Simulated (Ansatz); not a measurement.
## InH3 (SMILES [InH3]): the energy, rung by rung

InH3 has 4 atoms, charge 0, and is taken as a singlet. SMILES: `[InH3]`. The shape was relaxed beforehand at B3LYP/def2-SVP.

```xyz
4

In    0.0139   -0.0151   -0.0051
H     0.4191    1.5296    0.6843
H    -1.1055   -0.1081   -1.3331
H     0.7281   -1.4668    0.6336
```

Each level gives the dissociation energy of the H3–In1 bond into doublet H and doublet InH2 (shapes relaxed at B3LYP/def2-SVP, no zero-point term) (eV). The values are calculated.

```tsv
level	kind	program	value (eV)	CPU time (all runs)
HF/def2-TZVPP (core potential)	Hartree–Fock	Ansatz	2.41	0.71 s
SVWN5/def2-TZVPP (core potential)	LDA	Ansatz	3.50	1.2 s
PBE/def2-TZVPP (core potential)	GGA	Ansatz	3.08	2 s
r2SCAN/def2-TZVPP (core potential)	meta-GGA	Ansatz	3.14	4.3 s
PBE0-D4/def2-TZVPP (core potential)	global hybrid	Ansatz	3.13	2 s
CAM-B3LYP/def2-TZVPP (core potential)	range-separated hybrid	Ansatz	3.27	2.8 s
wB97M-V/def2-TZVPP (core potential)	range-separated hybrid	Ansatz	3.30	8 s
B2PLYP/def2-TZVPP (core potential)	double hybrid	Ansatz	3.20	3.7 s
RPA@PBE/def2-TZVPP (core potential)	RPA	Ansatz	3.21	4.1 s
```

Spin-orbit coupling, which can split open shells on such heavy atoms by tenths of an eV, is left out. The values span 2.41 to 3.50 eV. Hartree–Fock misses the correlation of the electron pair that is broken and comes out low. Measured bond enthalpies also hold zero-point and thermal terms, a few tenths of an eV less. CPU times are rough (shared hosts, several kinds of processor and program).
